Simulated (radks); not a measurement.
Species: neutral gallium. Configuration: [Ar] 3d10 4s2 4p1. All-electron calculation, Dirac Kohn-Sham, BLYP, spin-unpolarised, spherical densities, finite nucleus; open shells are shared between the two j in proportion to 2j + 1; Fermi nuclear charge, rms radius 3.9973 fm. Program: a radial shooting solver on a logarithmic mesh with Libxc functionals.

Spin-orbit splittings of the eigenvalues, e(l+1/2) - e(l-1/2), with zeta = 2 splitting/(2l+1) and mean radii in bohr:

shell  occ.  splitting (eV)  zeta (eV)  <r> j=l-1/2  <r> j=l+1/2
2p        6           27.68      18.45       0.1883       0.1918
3p        6               ?          ?       0.6719       0.6827
3d       10          0.4622     0.1849       0.8076       0.8141
4p        1          0.1165    0.07769        3.397        3.470

Estimate the 3p splitting.

Answer. 3.637 eV (zeta = 2.424 eV).
